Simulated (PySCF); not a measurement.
Computed with B3LYP-D3(BJ)/def2-TZVP // PBE0-D4/def2-TZVP (PySCF). Isolated molecules, 0 K electronic values unless said otherwise. One relaxed conformer stands for a flexible species; it need not be the lowest. B3LYP has the VWN-RPA correlation part, as in Gaussian. 

Reference species (SMILES): `[SH][In]([SH])[SH]` (neutral, multiplicity 1).

The HOMO–LUMO gap comes out as 5.35 eV. The LUMO comes out as -2.00 eV.

Changed species: `[SH][In]([Cl])[Cl]` (H–S–In–Cl torsion 0°) (1 of 3 Cl replaced by SH; the reference has 3 of 3 Cl replaced by SH).

Task: What does the change do to the HOMO–LUMO gap and LUMO?

Result: the HOMO–LUMO gap falls by 0.08 eV, to 5.27 eV; the LUMO falls by 0.76 eV, to -2.76 eV.
